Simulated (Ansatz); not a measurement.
Calculated with Ansatz (gas phase, PBE0-D4/def2-TZVP geometries, no zero-point term in ΔE). CBS: MP2 limit from def2 TZ/QZ plus the TZ coupled-cluster correction, frozen cores. Functionals use def2-TZVPP. B3LYP here is the variant with VWN-RPA as its local correlation; programs differ in this. For Ge outer-core shells are correlated without core-valence functions, which leaves a few kJ/mol of doubt a bond. Scalar relativity is left out up to krypton. One conformer a species, not always the lowest.

Reaction (cleavage of the Si–B bond): `CCBB[SiH3]` + `[OH][Ge][Cl]` → `[SiH3][O][Ge][Cl]` + `BBCC`

(1) Is it downhill or uphill in electronic energy at CCSD(T)/CBS, and by how much? (Best estimate.)

(2) What do these levels give: r2SCAN-D4, B2PLYP, PBE, PBE0, B3LYP, HF/def2-TZVPP, SCS-MP2/def2-TZVPP, CCSD/def2-TZVPP, HF/def2-QZVPP, MP2/def2-QZVPP, SCS-MP2/def2-QZVPP, CCSD/CBS(def2)? (Best estimate.)

Largest T1 diagnostic among the species: 0.014.

## Answers

(1) The calculation gave: Downhill: ΔE = -1.05 eV.

(2) The calculation gave: r2SCAN-D4 -0.94, B2PLYP -1.07, PBE -0.74, PBE0 -0.84, B3LYP -1.01, HF/def2-TZVPP -1.31, SCS-MP2/def2-TZVPP -1.17, CCSD/def2-TZVPP -1.07, HF/def2-QZVPP -1.33, MP2/def2-QZVPP -1.13, SCS-MP2/def2-QZVPP -1.18, CCSD/CBS(def2) -1.08 eV.

In def2-TZVPP, CCSD(T) changes the Hartree–Fock value by +0.27 eV (the triples alone add +0.03 eV) and MP2 by +0.19 eV. The D4 term adds −0.04 eV with B3LYP and −0.02 eV with PBE0; it sums over pairs of atoms, weighted by their polarisabilities, and B3LYP, whose exchange is more repulsive, gets the larger term. From PBE to PBE0 (25 % exact exchange), in def2-TZVPP and without D4, ΔE moves by −0.10 eV.
